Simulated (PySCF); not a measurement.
CH₈BGeN.
Bonds: C1–N2, N2–B3, B3–Ge4. Hydrogens: H5, H6, H7 on C1; H8 on N2; H9 on B3; H10, H11, H12 on Ge4.

Computed, not measured: PBE0-D3(BJ)/def2-SVP geometry optimisation, gas phase in PySCF.

(1) List the bond lengths, angles and torsions at this level.

Results:

(1) 
| bond | length (bohr) | order |
| --- | --- | --- |
| C1–N2 | 2.729 | single |
| N2–B3 | 2.621 | single |
| B3–Ge4 | 3.898 | single |
| C1–H5, C1–H6, C1–H7 | 2.081 | single |
| N2–H8 | 1.919 | single |
| B3–H9 | 2.290 | single |
| Ge4–H10, Ge4–H11, Ge4–H12 | 2.921 | single |

Bonds in one row agree within 0.02 bohr and their mean is given. Orders are formal, as drawn. A selection of angles:
| angle | degrees |
| --- | --- |
| N2–C1–H5 | 111.6 |
| N2–C1–H7 | 109.3 |
| H5–C1–H6 | 107.7 |
| C1–N2–B3 | 127.4 |
| C1–N2–H8 | 113.5 |
| B3–N2–H8 | 119.1 |
| N2–B3–Ge4 | 119.8 |
| N2–B3–H9 | 118.2 |
| Ge4–B3–H9 | 122.0 |
| B3–Ge4–H10 | 111.6 |
| B3–Ge4–H11 | 112.6 |
| H10–Ge4–H11 | 106.6 |
| H11–Ge4–H12 | 106.3 |

Torsions: C1–N2–B3–Ge4 -179° (antiperiplanar).

Of the pairs four or more bonds apart, H7···H9 is among the closest relative to their van der Waals radii: 2.45 Å, 102 % of the sum of Bondi's values. Ge4 (germanium bonded to B and 3 H) is tetrahedral (angles from 106.3° to 112.6°). B3 (three-coordinate boron) is planar (angles 122.0°, 119.8° and 118.2°, sum 360.0°, 0.00 Å off the plane of its three neighbours). N2 (boron-bound nitrogen) is planar (angles 127.4°, 119.1° and 113.5°, sum 360.0°, 0.00 Å off the plane of its three neighbours). The 4 heavy atoms lie in one plane (0.003 Å rms).

Point group: Cs (tolerance 0.08 Å). PBE0-D3(BJ)/def2-SVP frequencies: not computed here. One conformer, not necessarily the lowest.

The run took 23 s on Arm Neoverse V1, one thread, no GPU, shared host with 32 logical CPUs at a one-minute load of 14, and the process peaked at 0.46 GiB of memory. These figures are those of the optimisation.
